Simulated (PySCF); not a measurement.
Computed shifts of a molecule C5H6O2, HF/pcSseg-1 run with PySCF, GIAO, gas phase, equivalent atoms averaged, in ppm (number of nuclei): ¹³C: 83.2 (1), 81.3 (1), 45.1 (1), 39.9 (1), 9.3 (1). ¹H: 3.33 (1), 3.21 (1), 3.05 (1), 2.65 (1), 2.02 (1), 1.12 (1). References: ¹³C against TMS (σ = 192.6 ppm); ¹⁷O against H2O (σ = 333.0 ppm); ¹H against TMS (σ = 31.99 ppm), references at their B3LYP-D3(BJ)/def2-TZVP geometries, non-relativistic. The structure is a stationary point at PBE0-D3(BJ)/def2-SVP. One conformer was computed; it need not be the lowest.

Q: Which structure fits?
A) C#CCOCC=O
B) Cc1ccc(O)o1
C) CC1=CC(=O)CO1
D) C#C[C@@H]1[C@H](O)[C@@H]1O

A: D, C#C[C@@H]1[C@H](O)[C@@H]1O
